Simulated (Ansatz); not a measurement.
Species: sum formula SnOH, net charge 0, doublet state. It need not be the lowest isomer of its formula. 
Structure (B3LYP-D3(BJ)/def2-TZVP (Ansatz, a program for electronic structure) minimum search):
SMILES: [OH][Sn]
```xyz
3

Sn    -0.2263    -0.1071    -0.1872
O      1.2538     0.4902     1.0194
H      1.2854     1.4353     1.2049
```
Charge 0, spin multiplicity 2.

Quantity: vertical electron affinity (to the triplet state of charge -1; a negative value means that the extra electron is unbound and the number depends on the basis; each state is the SCF solution reached for its spin), in eV. Correlated levels leave the core frozen unless marked. Open shells are spin-unrestricted. Spin-orbit coupling is left out. Frozen are the shells of the preceding noble gas and the d and f shells that filled before the atom's block. In def2 rows, elements after Kr have scalar-relativistic effective core potentials. Anions need diffuse functions: def2-D sets add few. Basis-set limits of correlation are two-point, X^-3; Hartree-Fock from the larger set. The bracket is a focal-point correction in the basis named.

```tsv
level	program	vertical electron affinity (eV)
HF/def2-SVPD	Ansatz	0.34
HF/def2-TZVPPD	Ansatz	0.45
PBE/def2-TZVPD	Ansatz	0.72
r2SCAN/def2-TZVPD	Ansatz	0.86
PBE0/def2-TZVPD	Ansatz	0.80
CAM-B3LYP/def2-TZVPD	Ansatz	0.76
wB97X-V/def2-TZVPD	Ansatz	0.65
wB97X/def2-TZVPD	Ansatz	0.61
MP2/def2-TZVPPD	Ansatz	0.68
MP2/def2-QZVPPD	Ansatz	0.75
MP2/CBS(def2-TZVPPD,def2-QZVPPD)	Ansatz	0.78
SCS-MP2/def2-SVPD	Ansatz	0.43
SCS-MP2/def2-TZVPPD	Ansatz	0.61
SCS-MP2/def2-QZVPPD	Ansatz	0.67
CCSD/def2-SVPD	Ansatz	0.53
CCSD(T)/def2-SVPD	Ansatz	0.52
CCSD(T)/def2-TZVPPD	Ansatz	0.73
RI-MP2/CBS(def2-TZVPPD,def2-QZVPPD)+[CCSD(T)-MP2]/def2-SVPD	Ansatz	0.81
RI-MP2/CBS(def2-TZVPPD,def2-QZVPPD)+[CCSD(T)-MP2]/def2-TZVPPD	Ansatz	0.83
RI-MP2/CBS(def2-TZVPPD,def2-QZVPPD)+[CCSD(T)-MP2]/def2-QZVPPD	Ansatz	0.83
```
